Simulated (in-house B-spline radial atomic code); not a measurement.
**Xe: [Kr] 4d10 5s2 5p6**

Computed with an all-electron radial atomic-structure program (B-spline basis): non-relativistic CAM-B3LYP, spin-polarised, spherical fractional occupations, point nucleus.

Screening seen three ways: the hydrogenic charge with the same mean radius, Z_r = [3n² - l(l+1)]/(2<r>), the one with the same energy, Z_e = n√(-2ε), and Slater's rules. Values are occupation-weighted means over spin.

| shell | electrons | ε (eV) | <r> (bohr) | Z_r | Z_e | Slater |
| --- | --- | --- | --- | --- | --- | --- |
| 1s | 2 | -33005 | 0.02814 | 53.30 | 49.25 | 53.70 |
| 2s | 2 | -5026.1 | 0.121 | 49.59 | 38.44 | 49.85 |
| 2p | 6 | -4728.1 | 0.103 | 48.53 | 37.28 | 49.85 |
| 3s | 2 | -1035.7 | 0.3201 | 42.17 | 26.18 | 42.75 |
| 3p | 6 | -909.37 | 0.3105 | 40.26 | 24.53 | 42.75 |
| 3d | 10 | -674.78 | 0.2811 | 37.36 | 21.13 | 32.85 |
| 4s | 2 | -190.57 | 0.7464 | 32.15 | 14.97 | 26.25 |
| 4p | 6 | -145.26 | 0.7777 | 29.58 | 13.07 | 26.25 |
| 4d | 10 | -67.012 | 0.8713 | 24.10 | 8.88 | 14.85 |
| 5s | 2 | -21.985 | 1.957 | 19.16 | 6.36 | 8.25 |
| 5p | 6 | -10.893 | 2.328 | 15.68 | 4.47 | 8.25 |

The least bound orbital is 5p at -10.89 eV, and it is also the most diffuse (<r> = 2.328 bohr).

The density falls to 0.001 bohr⁻³ at 4.445 bohr; Σ<r²> = 62.396 bohr² gives, by the non-relativistic formula and without the paramagnetism of open shells, a Langevin diamagnetic susceptibility of -49.42×10⁻⁶ cm³/mol.
